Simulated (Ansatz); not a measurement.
Geometry optimisation, RKS B3LYP/STO-3G (Ansatz).

Input:

```yaml
crystal:
  periodic: [false, false, false]
  atoms:
    - { symbol: B, position_ang: [-1.1433, 1.4099, -0.4385] }
    - { symbol: Si, position_ang: [-0.2362, 0.1612, 0.6363] }
    - { symbol: C, position_ang: [1.5468, 0.6149, 0.6818] }
    - { symbol: C, position_ang: [-0.3718, -1.5573, -0.0455] }
    - { symbol: S, position_ang: [0.3002, -1.712, -1.7125] }
    - { symbol: H, position_ang: [-2.0555, 2.1185, 0.0267] }
    - { symbol: H, position_ang: [-0.8754, 1.6031, -1.5818] }
    - { symbol: H, position_ang: [-0.7379, 0.2212, 1.9956] }
    - { symbol: H, position_ang: [1.7, 1.6369, 1.1892] }
    - { symbol: H, position_ang: [1.9976, 0.6215, -0.3093] }
    - { symbol: H, position_ang: [2.1144, -0.1321, 1.331] }
    - { symbol: H, position_ang: [-1.5068, -1.809, -0.0779] }
    - { symbol: H, position_ang: [0.0083, -2.2565, 0.6249] }
    - { symbol: H, position_ang: [-0.7534, -0.9497, -2.291] }
basis:
  gaussian: { orbitals: STO-3G }
hamiltonian:
  xc: b3lyp
relax:
  f_tol: 0.02
  max_steps: 40
scf:
  lower_state_search: "off"
output:
  orbitals: {}
```

Command:

```bash
$ ansatz run input.yaml --threads 1 --pin off --max-ram 2048MiB --backend cpu --events-out ev --progress --plain --runs-dir out
```

Question: Where does it end, and by what steps?

Answer: The run converged. The force dipped under the threshold on the way, but the program's further checks kept it going. Limits of this set-up: minimal basis. After 32 steps the energy has fallen by 0.638 eV; H7 moved furthest, 0.90 Å.

| step | energy less start (eV) | largest force component (eV/Å) | accepted |
| --- | --- | --- | --- |
| 0 | 0.0000 | 4.332 | yes |
| 2 | -0.6226 | 0.149 | yes |
| 4 | -0.6265 | 0.020 | yes |
| 6 | -0.6275 | 0.043 | yes |
| 8 | -0.6283 | 0.028 | yes |
| 10 | -0.6290 | 0.057 | yes |
| 12 | -0.6303 | 0.114 | yes |
| 14 | -0.6315 | 0.033 | yes |
| 16 | -0.6325 | 0.124 | yes |
| 18 | -0.6337 | 0.056 | yes |
| 20 | -0.6352 | 0.095 | yes |
| 22 | -0.6362 | 0.048 | yes |
| 24 | -0.6368 | 0.064 | yes |
| 26 | -0.6372 | 0.034 | yes |
| 28 | -0.6374 | 0.038 | yes |
| 30 | -0.6377 | 0.040 | yes |
| 32 | -0.6377 | 0.019 | yes |

```xyz
14
Properties=species:S:1:pos:R:3
B -1.232 1.519 -0.432
Si -0.276 0.160 0.623
C 1.545 0.632 0.772
C -0.407 -1.588 -0.101
S 0.312 -1.826 -1.776
H -1.339 2.618 -0.033
H -1.714 1.292 -1.479
H -0.839 0.125 1.960
H 1.664 1.645 1.176
H 2.046 0.596 -0.203
H 2.073 -0.060 1.442
H -1.459 -1.922 -0.094
H 0.135 -2.286 0.556
H -0.521 -0.935 -2.383
```

Whether the end is a true minimum wasn't checked by a vibrational analysis.

The run took 96 s on 1 thread of Arm Neoverse V1, on a shared host, peak memory 0.14 GiB.
